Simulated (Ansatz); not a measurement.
A series at Al: from `[OH][Al]([OH])[OH]`, ligands are replaced one by one, each step taking up HCl and setting free H₂O; n counts the steps. Ansatz, PBE0-D4/def2-TZVP geometries. Each molecule was computed in one conformer, which needn't be the lowest.

```json
{"n": "0", "molecule": "`[OH][Al]([OH])[OH]`", "HOMO energy, ωB97M-V/def2-TZVPP (eV)": "-11.53"}
{"n": "1", "molecule": "`[OH][Al]([OH])[Cl]`", "HOMO energy, ωB97M-V/def2-TZVPP (eV)": "?"}
{"n": "2", "molecule": "`[OH][Al]([Cl])[Cl]`", "HOMO energy, ωB97M-V/def2-TZVPP (eV)": "-11.57"}
{"n": "3", "molecule": "`[Cl][Al]([Cl])[Cl]`", "HOMO energy, ωB97M-V/def2-TZVPP (eV)": "-11.62"}
```

Problem. By hand: fit a straight line y = ȳ + b (n − n̄) to the 3 given rows and predict n = 1.

Solution. n̄ = 1.667, ȳ = -11.573; Σ(n − n̄)(y − ȳ) = -0.133, Σ(n − n̄)² = 4.667, so b = -0.028 eV a step. Prediction: -11.573 + (-0.028) × (-0.667) = -11.55 eV.

Problem. By hand: compare with the computed value, -11.52 eV, and give the steps along the whole series.

Solution. The line misses by 0.03 eV (computed minus predicted). Steps: 0.01, -0.05, -0.05 eV.

The steps change sign along the series, so a line is a poor guide. The highest orbital can change its character along such a series. The miss is 30.0 % of the series' range.
